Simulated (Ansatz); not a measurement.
Ansatz (a first-principles code) input:

Ansatz 0.2 input:
```yaml
crystal:
  periodic: [false, false, false]
  atoms:
    - {symbol: H, position_ang: [-0.00000000, -0.00000000, -1.94064139]}
    - {symbol: N, position_ang: [-0.00000000, -0.00000000, -0.94059254]}
    - {symbol: Si, position_ang: [0.00000000, 0.00000000, 0.60891351]}
basis:
  gaussian:
    orbitals: def2-TZVP
hamiltonian:
  xc: {name: HF}
relax: {f_tol: 0.003, max_steps: 100}
```

Task: Which total energy does the run end on?

Result: -343.97150 Eh (HF/def2-TZVP). The basis has 74 functions.
